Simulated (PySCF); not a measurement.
Isomers of C6H5ClN2, one GFN2-xTB conformer each. Single-point energies are computed at PBE0/pcSseg-1 (PySCF, gas phase, no added dispersion term), electronic only.

Question: Rank them by PBE0/pcSseg-1 energy, lowest first (kcal/mol).
A. `[CH2:1]=[CH:2][c:3]1[n:4][cH:5][cH:6][n:7][c:8]1[Cl:9]` with C1–C2–C3–N4 0°
B. `[CH2:1]=[N:2][c:3]1[cH:4][cH:5][c:6]([Cl:7])[n:8][cH:9]1` with C1–N2–C3–C4 134°

Answer: B (0.0), A (0.4).

As drawn, the lower has a C=N bond, which the higher lacks; the higher has a C=C bond outside aromatic rings, which the lower lacks. Neighbours under 2.5 kcal/mol apart (C=Nc1ccc(Cl)nc1 and C=Cc1nccnc1Cl) can change places with a better method, another conformer or zero-point energy. GFN2-xTB itself gives, in the same order: 0.0, 3.2. Both levels put the same isomer lowest.

Q: Which frontier levels, dipoles and rotational constants go with these structures?

A: 
| SMILES | HOMO (eV, PBE0/pcSseg-1) | LUMO (eV) | dipole (D) | A, B, C (MHz) |
| --- | --- | --- | --- | --- |
| C=Nc1ccc(Cl)nc1 | -6.91 | -1.61 | 3.36 | 5222, 736.1, 654.4 |
| C=Cc1nccnc1Cl | -7.26 | -2.10 | 1.69 | 1693, 1587, 819.1 |
